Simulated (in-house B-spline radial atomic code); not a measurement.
Atomic self-consistent-field run: Ta+. Method: scalar-relativistic (X2C) LC-wPBE, spin-polarised, spherical fractional occupations, exact exchange averaged over the configuration, Fermi nucleus of rms radius 5.3507 fm. Calculated with a B-spline radial code for spherical atoms.

Command:
```bash
python run_scf.py task.json out
```
Settings (nuclear radius in fm, mass in u):
```
Z                73
configuration    [Xe] 4f14 5d3 6s1
hamiltonian      x2c
method           lc_wpbe
spin_polarised   True
nucleus          fermi
rms_radius       5.3507
atomic_mass      180.948
speed_of_light   137.035999084
exact_exchange   averaged over the configuration
```

Output (hartree, bohr):
```
 radial grid: 81 intervals, B-splines of order 8, outer radius 60 bohr

 iter        energy (Eh)    residual
    1      -15603.649256    5.16e-01
    2      -15603.462644    2.25e-01
    3      -15604.613782    1.13e-01
    4      -15604.824157    3.46e-02
    5      -15604.774833    6.13e-02
    6      -15604.852424    2.21e-03
    7      -15604.852540    3.43e-04
    8      -15604.852544    1.20e-04
    9      -15604.852544    1.88e-05
   10      -15604.852544    3.88e-06
   11      -15604.852544    3.25e-07

 total energy                    -15604.85254
 kinetic                           17526.1127
 electron-nucleus                 -38921.4472
 Hartree                            6110.5973
 exact exchange                      -15.4982
 exchange-correlation               -304.6171

 orbital      occ     eigenvalue          <r>       <r^2>       <1/r>       r_max
 1s up      1.000     -2467.9908    0.0178685 0.000446979     93.5102     0.01074
 1s down    1.000     -2467.9906    0.0178685 0.000446979     93.5102     0.01074
 2s up      1.000      -424.3669    0.0781703  0.00728933     21.8102     0.06669
 2s down    1.000      -424.3624    0.0781701   0.0072893     21.8103     0.06669
 2p up      3.000      -373.1421     0.070017  0.00600559     18.3882     0.05419
 2p down    3.000      -373.1386    0.0700167  0.00600554     18.3883     0.05419
 3s up      1.000       -97.5983     0.204303   0.0478602     7.84901      0.1888
 3s down    1.000       -97.5977     0.204302   0.0478597     7.84897      0.1888
 3p up      3.000       -82.2756     0.204124   0.0484131      6.9349      0.1863
 3p down    3.000       -82.2748     0.204123   0.0484124     6.93487      0.1863
 3d up      5.000       -63.8285      0.18559   0.0403866     6.46895      0.1519
 3d down    5.000       -63.8260     0.185592   0.0403872     6.46885      0.1519
 4s up      1.000       -20.2750     0.458867    0.237956     3.25089      0.4295
 4s down    1.000       -20.2721     0.458891    0.237975     3.25055      0.4295
 4p up      3.000       -15.2222     0.486959    0.270002     2.87903      0.4494
 4p down    3.000       -15.2196     0.486954    0.269978     2.87885      0.4494
 4d up      5.000        -8.6105     0.523636    0.318185     2.53415      0.4621
 4d down    5.000        -8.6072     0.523498    0.317944     2.53442      0.4621
 5s up      1.000        -3.1628      1.10949     1.38604     1.22145      0.9935
 5s down    1.000        -3.1172      1.10266     1.36835     1.23042      0.9901
 5p up      3.000        -1.9302      1.30761     1.94789     1.00605        1.13
 5p down    3.000        -1.8516      1.28499      1.8749     1.02431        1.12
 4f up      7.000        -1.3627     0.642438     0.52766     1.99728      0.4419
 4f down    7.000        -1.3519     0.635957    0.513204     2.00772      0.4416
 5d up      3.000        -0.5600      2.05664      5.0215    0.631911       1.572
 6s up      1.000        -0.5545      3.01873     10.2717     0.42286       2.645
```

Cost of the run: 9.7 s on 1 thread of Arm Neoverse N1 (shared host).

One-electron X2C: radii and densities carry no picture-change correction, so inner-shell <1/r> comes out high (for 1s by about 2 % at Z = 33, 5 % at 54, 10 % at 75, 30 % at 118) and <r> low.
